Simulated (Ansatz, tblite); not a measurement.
Isomers of Sn₄H₈ (singlet), found by a short tight-binding search and relaxed with PBE-D4/def2-SVP in Ansatz.

In the def2 sets Sn takes a core potential, while STO-3G treats all electrons; there is no spin–orbit coupling. The xTB rows come from tblite. LC-ωPBE has ω = 0.4 bohr⁻¹. Correlated methods freeze 16 core orbitals; core or outer-core shells of Sn are correlated, in sets that lack core-valence functions.

Other spin states weren't relaxed.

A:

```xyz
12

Sn    0.6291    1.1462   -2.3745
Sn    0.3374   -1.8593   -0.5098
Sn   -0.3297   -0.2202    1.7107
Sn   -0.7502    2.0376    0.0476
H     2.0089    0.8098   -1.2585
H    -1.5915   -1.0588    2.5680
H    -2.4796    2.2664    0.0537
H     1.9397   -2.4247   -0.8501
H    -0.1146    3.4094    0.9150
H     0.0217   -0.7242   -1.9588
H    -0.7518   -3.0980   -1.0667
H     1.0805   -0.2842    2.7234
```

B:

Cartesian coordinates in Å:
```
Sn -0.389 0.541 1.830
Sn 1.042 -0.810 -1.720
Sn -0.377 1.482 -0.848
Sn 0.318 -2.641 0.448
H 0.508 -1.151 -3.344
H -1.818 0.083 2.701
H -1.366 -2.047 0.172
H -2.066 1.590 -1.249
H 0.717 1.201 3.005
H 2.691 -0.266 -1.896
H 0.229 3.115 -0.812
H 0.511 -1.097 1.713
```

C:

```csv
atom,x (Å),y (Å),z (Å)
Sn1,-1.163,-0.150,-0.013
Sn2,-1.149,-0.752,2.904
Sn3,1.627,-0.415,1.144
Sn4,0.597,0.832,-2.063
H5,-0.234,0.567,-3.561
H6,-0.592,0.919,3.272
H7,-2.249,1.208,0.027
H8,1.415,-2.041,0.379
H9,0.883,2.525,-1.858
H10,0.697,-1.255,2.747
H11,-1.962,-1.463,-0.815
H12,2.129,0.025,-2.161
```

Estimate their order by electronic energy at ωB97M-V/def2-TZVP, counted from the lowest.

A (0.0) < B (0.1) < C (35.0), in kJ/mol. Gaps under about 2 kJ/mol are ties within the noise of geometry and basis.

Do the other levels pick the same lowest one?

Not GFN2-xTB, PBE-D4/def2-SVP, PBE-D4/def2-TZVP, r2SCAN-D4/def2-TZVP, PBE0-D4/def2-TZVP. Energies above each level's lowest (kJ/mol):

| level | A | B | C |
| --- | --- | --- | --- |
| GFN1-xTB | 0.0 | 1.1 | 3.5 |
| GFN2-xTB | 13.8 | 15.6 | 0.0 |
| HF/STO-3G | 0.0 | 4.5 | 223.9 |
| HF/def2-SVP | 0.0 | 1.0 | 67.0 |
| HF/def2-TZVP | 0.0 | 1.0 | 65.8 |
| PBE-D4/def2-SVP | 0.3 | 0.0 | 21.4 |
| PBE-D4/def2-TZVP | 0.3 | 0.0 | 21.8 |
| r2SCAN-D4/def2-TZVP | 0.1 | 0.0 | 29.3 |
| PBE0-D4/def2-SVP | 0.0 | 0.0 | 33.9 |
| PBE0-D4/def2-TZVP | 0.0 | 0.0 | 33.6 |
| r2SCAN0-D4/def2-TZVP | 0.0 | 0.1 | 37.4 |
| LC-ωPBE/def2-TZVP | 0.0 | 0.5 | 52.6 |
| ωB97M-V/def2-TZVP | 0.0 | 0.1 | 35.0 |
| MP2/def2-SVP | 0.0 | 0.1 | 41.4 |
| MP2/def2-TZVP | 0.0 | 0.0 | 25.0 |
| CCSD/def2-SVP | 0.0 | 0.4 | 43.9 |
| CCSD(T)/def2-SVP | 0.0 | 0.2 | 39.4 |
Point groups (tolerance 0.1 Å): A not assigned, B not assigned, C not assigned. A and B have the same bonds, so they are conformers or stereoisomers. Lower isomers may exist.
